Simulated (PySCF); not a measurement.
Computed with PBE-D3(BJ)/def2-TZVP // PBE0-D3(BJ)/def2-TZVP (PySCF). Isolated molecules, 0 K electronic values unless said otherwise. 

Reference species (SMILES): `F[C]F` (lower singlet) (neutral, multiplicity 1).

```json
{
 "dipole_moment": "0.82 D"
}
```

Changed species: `[C](F)Cl` (lower singlet) (X = chloro, multiplicity 1; the reference has X = fluoro, multiplicity 1).

Q: What does the change do to the dipole moment?

A: the dipole moment increases by 0.14 D, to 0.96 D.
